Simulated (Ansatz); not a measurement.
`[SiH3]N[SiH2]Br` + H₂Se → `[SeH][SiH2]Br` + `N[SiH3]` at 500 K and 1 bar (ligand exchange at the Si–N bond).

Calculated with Ansatz (gas phase, PBE0-D4/def2-TZVP geometries, no zero-point term in ΔE). CCSD(T)/CBS adds triple-zeta CCSD(T) − MP2 to the extrapolated MP2 energy (def2 sets, frozen cores). This one scheme is used for every species. For Br, Se outer-core shells are correlated without core-valence functions, which leaves a few kJ/mol of doubt a bond. Scalar relativity is left out up to krypton. One conformer a species, not always the lowest.

| species | CCSD(T)/CBS energy (Eh) | H − E (kJ/mol) | S (J/(mol·K)) |
| --- | --- | --- | --- |
| `[SiH3]N[SiH2]Br` | -3209.88376 | 205.1 | 431.6 |
| H₂Se | -2401.89790 | 53.1 | 237.8 |
| `[SeH][SiH2]Br` | -5264.97418 | 104.1 | 375.4 |
| `N[SiH3]` | -346.80422 | 161.3 | 303.9 |

H − E and S are ideal-gas, rigid-rotor, harmonic terms from PBE0-D4/def2-TZVP, for one conformer and one mirror image of each species. 1 Eh = 2625.50 kJ/mol, R = 8.31446 J/(mol·K).

**Question.** By hand: ΔE, ΔH, ΔS and ΔG.

**Answer.** ΔE = (-5264.97418) + (-346.80422) − (-3209.88376) − (-2401.89790) = 0.00326 Eh = 8.6 kJ/mol. Δ(H − E) = 104.1 + 161.3 − 205.1 − 53.1 = 7.2, so ΔH = 15.8 kJ/mol. ΔS = 375.4 + 303.9 − 431.6 − 237.8 = 9.9 J/(mol·K). ΔG = 15.8 − 500 × (9.9)/1000 = 10.9 kJ/mol.

**Question.** By hand: the equilibrium constant, and the temperature at which ΔG would vanish if ΔH and ΔS stayed fixed.

**Answer.** log₁₀ K = −ΔG/(RT ln 10) = -1.1. ΔG = 0 at ΔH/ΔS = 1596 K, though so small a ΔS makes that figure unsure.

The number of gas molecules stays the same, so ΔS is small and ΔH decides. A doubt of 5 kJ/mol in ΔE shifts log₁₀ K by 0.5 here. Other conformers and mirror images would add mixing entropy, several J/(mol·K) or more a flexible species. Modes under 60 cm⁻¹, often nearly free rotors, make the harmonic entropy too high. These are equilibria of isolated gas molecules and say nothing of rates. Largest T1 diagnostic: 0.009 (customary marks: 0.02 for closed shells, 0.045 for open ones).
